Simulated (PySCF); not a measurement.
## Relaxation of doublet PdF₃

Method: UPBE0 in PySCF with Pd def2-TZVP with ECP28, F def2-TZVP; scalar-relativistic core potentials, no spin–orbit coupling; density-fitted integrals. A (50,194) grid was used.

A start at or just off a symmetric point, pushed along the force that breaks its symmetry, of Cs symmetry, free to break it:

Coordinates in bohr (charge 0 multiplicity 2):
```
Pd   -0.0193    0.0000   -0.0570
F     3.4495   -0.0001    0.1039
F    -1.6708    3.1044    0.1069
F    -1.6709   -3.1043    0.1069
```

(1) What forces act on the atoms at the start (eV/Å)?

(2) What does it relax to?

(3) How much energy is released, and in how many steps?

## Answers

(1) 
```csv
atom,Fx,Fy,Fz
Pd1,-0.89,0.00,0.05
F2,-0.18,0.00,0.00
F3,0.54,0.17,-0.03
F4,0.54,-0.17,-0.03
```

(2) It ends at Cs with Pd–F 1.831 Å (×2), Pd–F 1.857 Å; F–Pd–F 95.0° (×2), F–Pd–F 165.1° (after a last refinement on a finer grid). A frequency run shows a minimum. Other isomers or separated fragments may lie lower.

(3) 40.4 kJ/mol in 10 steps.

Other spin states or occupations of the open shell can lie lower.

The relaxation took of the order of 8 core-minutes on a shared host.
